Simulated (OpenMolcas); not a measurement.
# P: CASPT2 settings compared

```yaml
Program: OpenMolcas
Basis: ANO-RCC-VDZP [4s3p1d]
Scalar_Hamiltonian: X2C, point nucleus
Active_space: 3 electrons in 3 orbitals (3p)
State_averaging: 2S+1 = 4 odd, 1 root; 2S+1 = 2 odd, 8 roots kept (CI in the orbitals of an earlier block)
Spin-orbit_coupling: state interaction with AMFI integrals over the reference wave functions, term energies averaged over their components
```

Methods on the same reference wave functions:
A. CASSCF
B. SS-CASPT2, IPEA 0.35 Eh, imaginary shift 0.25 Eh (closed shells correlated: 3s)
C. SS-CASPT2, IPEA 0.5 Eh, real shift 0.5 Eh (closed shells correlated: 2s 2p 3s)
D. SS-CASPT2, IPEA 0.6 Eh, sigma2 regulariser 0.05 Eh (closed shells correlated: 2s 2p 3s)

Energies in cm-1 above 3s2 3p3 4S* 3/2, the measured ground level; measured values from NIST Handbook of Basic Atomic Spectroscopic Data.

```json
{"Level": "3s2 3p3 4S* 3/2", "A": "0.0", "B": "0.0", "C": "0.0", "D": "0.0", "Measured": "0.0"}
{"Level": "3s2 3p3 2D* 3/2", "A": "15433", "B": "13530", "C": "13580", "D": "13310", "Measured": "11361"}
{"Level": "3s2 3p3 2D* 5/2", "A": "15440", "B": "13540", "C": "13590", "D": "13320", "Measured": "11377"}
{"Level": "3s2 3p3 2P* 1/2", "A": "25731", "B": "21650", "C": "21880", "D": "21370", "Measured": "18723"}
{"Level": "3s2 3p3 2P* 3/2", "A": "25740", "B": "21660", "C": "21890", "D": "21380", "Measured": "18748"}
```

Deviations, from unrounded energies. A percentage is the sum of absolute deviations over the sum of measured energies, with the sign that they share, or ± where signs differ.

```
                        Against measurement  Levels      A      B      C      D
             mean absolute deviation (cm-1)       4   5500   2500   2700   2300
other terms of the ground configuration (%)       4  +36.8  +16.9  +17.8  +15.2
```

D lies closest to measurement on these levels and A furthest from it. The largest miss of D in the table is 3s2 3p3 2P* 1/2, by +2600 cm-1. The ranking rests on the paired levels alone, and a cruder setting can come out closer through cancelling errors.

Among B to D the level of the table that moves most is 3s2 3p3 2P* 1/2, by 510 cm-1 (lowest in D, highest in C). Moves below CASPT2's spread within the term are not significant.

The mean deviations of B to D differ by less than CASPT2's widest spread within a term (730 cm-1), so their order carries little weight.

From A to B the spin-free energies of the other terms of 3s2 3p3 shown, above 4S*, scale by factors of 0.84 to 0.88.

The lowest spin-free term lies below A's lowest term by 0.062 hartree in B, 0.059 hartree in C, 0.059 hartree in D.

CASPT2 does not keep the components of a term degenerate, so their means are used; among the terms shown or strongly mixed into the levels shown the widest spread is 730 cm-1 (3s2 3p3 2D*, D). Terms from blocks run as CI alone lack orbitals of their own. With the s shell closed, the reference lacks s² → p² mixing. Without dynamic correlation excited terms often stand tens of per cent too high (terms of higher spin than the ground term too low), and those without a measured partner can miss by more than the paired ones (holds for A). Some terms miss by over 15 % even with CASPT2, which points to a basis or an active space too small for the shells correlated (holds for B; C; D). Computed and measured levels are paired by configuration, term and J; levels that our copy of the source lacks, or whose pairing is in doubt (as where it misses far off the trend of its configuration), stay unpaired and out of the deviations. Only configurations of the active space appear.

* marks odd parity.
